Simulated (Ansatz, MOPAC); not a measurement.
Spectroscopic constants of HF+, multiplicity 2 (the spin of the measured ground state).

The constants come from a fifth-degree fit in 1/R (seven points, main isotopes). Runs in def2 and cc sets follow the lowest solution found near the PBE0 minimum.

Correlated levels freeze the cores. CBS(a, b) extrapolates the correlation energy as X⁻³ and adds the Hartree–Fock energy of set b. The state that PM7 reach isn't checked; PM7 holds dispersion and hydrogen-bond terms.

Programs: Ansatz (a quantum-chemistry and plane-wave program) with Gaussian orbitals; MOPAC for PM7 (differences of heats of formation). Each number belongs to the level named beside it.

**Question.** What bond length and harmonic frequency does PM7 give?

**Answer.** r_e = 0.976 Å, ω_e = 2922 cm⁻¹.

**Question.** What bond length and harmonic frequency does BHLYP/def2-TZVPP give?

**Answer.** r_e = 0.998 Å, ω_e = 3129 cm⁻¹.

**Question.** What bond length and harmonic frequency does CCSD(T)/CBS(aug-cc-pVQZ, aug-cc-pV5Z) give?

**Answer.** r_e = 1.001 Å, ω_e = 3101 cm⁻¹.
